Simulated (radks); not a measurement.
Values are calculated unless marked as measured or tabulated.
Spherical quantum dot in the effective-mass picture: electrons in a hard-walled sphere of radius 7.26, with a point charge +1 (a donor) at the centre, all in effective atomic units (hartree* = m*/eps^2 hartree, bohr* = eps/m* bohr), one dielectric constant everywhere. Level of theory: non-relativistic Kohn-Sham, LDA (Slater exchange, Perdew-Wang correlation), spin-polarised, spherical densities (a radial shooting solver with Libxc functionals). Levels are named by radial order and angular momentum (1s, 1p, 1d, 2s, ...), and open shells are averaged over m. Results are scaled to m* = 0.36 and eps = 4.3, for which hartree* = 529.8 meV and bohr* = 0.6321 nm.

N = 29, configuration 1s2 1p6 1d10 2s(up 1, down 0) 1f(up 7, down 3). This is the lowest configuration that the search found. Occupied and some empty levels:

| level | occupation | eigenvalue (meV) | <r> (nm) |
|---|---|---|---|
| 1s up | 1 | 2480.8 | 3.363 |
| 1s down | 1 | 2491.8 | 3.404 |
| 1p up | 3 | 2502.0 | 3.468 |
| 1p down | 3 | 2512.3 | 3.466 |
| 1d up | 5 | 2539.8 | 3.518 |
| 1d down | 5 | 2550.2 | 3.516 |
| 2s up | 1 | 2588.0 | 1.134 |
| 1f up | 7 | 2594.0 | 3.565 |
| 1f down | 3 | 2604.5 | 3.564 |
| 2s down | 0 | 2659.1 | 1.373 |
| 1g up | 0 | 2663.7 | 3.609 |
| 1g down | 0 | 2674.2 | 3.608 |
| 2p up | 0 | 2783.4 | 2.250 |
| 2p down | 0 | 2799.4 | 2.327 |
| 2d up | 0 | 2890.7 | 2.598 |
| 2d down | 0 | 2900.5 | 2.618 |

Energy (meV): total 37461.4, kinetic 6928.6, external -3239.6, Hartree 37783, exchange-correlation -4010.3.

Electron density:

| r (nm) | n(r) (e/nm^3) |
|---|---|
| 0.254 | 0.5246 |
| 0.596 | 0.1791 |
| 0.937 | 0.06407 |
| 1.28 | 0.02556 |
| 1.62 | 0.01452 |
| 1.96 | 0.01622 |
| 2.31 | 0.02829 |
| 2.65 | 0.05279 |
| 2.99 | 0.09001 |
| 3.33 | 0.1289 |
| 3.67 | 0.1390 |
| 4.01 | 0.09153 |
| 4.36 | 0.01926 |
